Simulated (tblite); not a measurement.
Ga16H16N16 (flake GaN sheet) at step 0 of a GFN2-xTB optimisation (tblite, gas phase), coordinates in Å:

```
  1 N     5.121    2.131   -0.002
  2 Ga    3.511    3.061   -0.007
  3 N     1.917    2.131    0.001
  4 Ga    1.911    0.288   -0.006
  5 N     3.513   -0.643    0.003
  6 Ga    5.113    0.283   -0.003
  7 N    -4.497    2.135   -0.003
  8 Ga   -6.096    3.061    0.001
  9 N    -7.698    2.131    0.000
 10 Ga   -7.704    0.282    0.002
 11 N    -6.101   -0.643   -0.002
 12 Ga   -4.499    0.281    0.000
 13 N     0.306   -0.641    0.005
 14 Ga    0.312   -2.492   -0.003
 15 N     1.910   -3.412    0.000
 16 Ga    3.512   -2.491    0.006
 17 Ga    0.310    3.060    0.001
 18 N    -1.294    2.130   -0.001
 19 Ga   -1.293    0.285    0.002
 20 Ga   -2.892    3.059    0.003
 21 N    -2.897   -0.638    0.001
 22 Ga   -2.896   -2.490    0.000
 23 N    -1.289   -3.412    0.007
 24 N     6.714   -0.646   -0.002
 25 N     5.116   -3.414    0.001
 26 Ga    6.712   -2.493    0.002
 27 N     3.515    4.911   -0.001
 28 Ga    1.911    5.834    0.001
 29 N     0.310    4.909   -0.002
 30 Ga   -1.291   -5.266    0.003
 31 N     0.313   -6.191   -0.001
 32 Ga    1.910   -5.265    0.000
 33 H     6.016    2.653   -0.002
 34 H    -6.097    4.607    0.004
 35 H    -8.601    2.655   -0.003
 36 H    -9.043   -0.490   -0.003
 37 H    -6.100   -1.682   -0.004
 38 H    -2.894    4.611   -0.003
 39 H    -4.236   -3.271    0.000
 40 H     7.614   -0.118    0.001
 41 H     5.116   -4.459    0.004
 42 H     8.066   -3.272    0.004
 43 H     4.419    5.429   -0.004
 44 H     1.914    7.383   -0.002
 45 H    -0.595    5.430    0.002
 46 H    -2.637   -6.040   -0.003
 47 H     0.312   -7.232   -0.001
 48 H     3.254   -6.039    0.002
```

Task: What are the forces on the atoms (eV/Å)?

Result: 
```
  1 N     0.35    0.34    0.00
  2 Ga    0.28   -0.05    0.01
  3 N    -0.10    0.20   -0.01
  4 Ga   -0.11   -0.17    0.02
  5 N     0.04    0.01   -0.01
  6 Ga    0.08    0.11    0.01
  7 N    -0.07    0.01    0.01
  8 Ga   -0.14   -0.10    0.00
  9 N    -0.48    0.38    0.00
 10 Ga    0.08   -0.05   -0.01
 11 N    -0.14   -0.47    0.00
 12 Ga    0.14    0.02    0.00
 13 N     0.07    0.01   -0.01
 14 Ga    0.03    0.21    0.01
 15 N    -0.06   -0.23    0.00
 16 Ga   -0.11    0.04   -0.01
 17 Ga   -0.04   -0.22    0.00
 18 N    -0.08    0.12    0.00
 19 Ga    0.04   -0.04    0.00
 20 Ga    0.13   -0.31   -0.01
 21 N     0.09   -0.22    0.00
 22 Ga    0.28    0.33    0.01
 23 N    -0.12   -0.14   -0.01
 24 N     0.66    0.21    0.00
 25 N     0.07   -0.73    0.00
 26 Ga    0.11    0.03    0.00
 27 N     0.44    0.50    0.00
 28 Ga    0.05   -0.12   -0.01
 29 N    -0.52    0.46    0.01
 30 Ga    0.05    0.04   -0.01
 31 N    -0.09   -0.64    0.00
 32 Ga    0.07    0.14    0.00
 33 H    -0.65   -0.39    0.00
 34 H     0.03    0.10    0.00
 35 H     0.77   -0.46    0.00
 36 H    -0.06   -0.04    0.00
 37 H     0.04    0.76    0.00
 38 H    -0.05    0.10    0.00
 39 H    -0.08   -0.11    0.00
 40 H    -0.84   -0.45    0.00
 41 H    -0.05    0.94    0.00
 42 H    -0.10    0.05    0.00
 43 H    -0.79   -0.51    0.00
 44 H    -0.01    0.03    0.00
 45 H     0.79   -0.50    0.00
 46 H    -0.05    0.01    0.00
 47 H     0.01    0.84    0.00
 48 H     0.05   -0.05    0.00
```
